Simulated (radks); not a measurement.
The numbers below are computed, except where a source is named.
All-electron atom: the zinc ion Zn3+ in [Ar] 3d8 5s1 (not the ground configuration). Level of theory: scalar-relativistic Kohn-Sham, r2SCAN, spin-polarised, spherical densities, finite nucleus; open shells are filled with parallel spins first; meta-GGA in the generalised Kohn-Sham scheme; Fermi nuclear charge, rms radius 3.9283 fm (a radial shooting solver on a logarithmic mesh with Libxc functionals).

Normalised radial functions P(r) = r R(r), r in bohr:

r	3s up	3s down	3d up
0.002549	0.0995	0.0989	0.0000
0.003895	0.1442	0.1435	0.0000
0.005951	0.2044	0.2033	0.0001
0.009094	0.2791	0.2777	0.0002
0.0139	0.3591	0.3572	0.0008
0.02123	0.4168	0.4146	0.0027
0.03245	0.3969	0.3948	0.0085
0.04958	0.2216	0.2203	0.0258
0.07576	-0.1525	-0.1519	0.0726
0.1158	-0.5959	-0.5928	0.1839
0.1783	-0.6932	-0.6890	0.4091
0.2725	-0.0366	-0.0351	0.7387
0.4164	1.0040	1.0007	1.0488
0.6363	1.3466	1.3450	1.1056
0.9722	0.7751	0.7787	0.8246
1.486	0.1939	0.1964	0.4093
2.27	0.0159	0.0164	0.1129
3.469	0.0003	0.0003	0.0136
5.301	0.0000	0.0000	0.0005
8.1	0.0000	0.0000	0.0000
12.38	0.0000	0.0000	0.0000

3s up: eigenvalue -192.84 eV, 2 radial nodes at r = 0.0652, 0.277 bohr, <r> = 0.671 bohr, 90 % of the charge inside 1.00 bohr. 3s down: eigenvalue -189.38 eV, 2 radial nodes at r = 0.0652, 0.277 bohr, <r> = 0.673 bohr, 90 % of the charge inside 1.00 bohr. 3d up: eigenvalue -67.402 eV, 0 radial nodes, <r> = 0.768 bohr, 90 % of the charge inside 1.28 bohr.
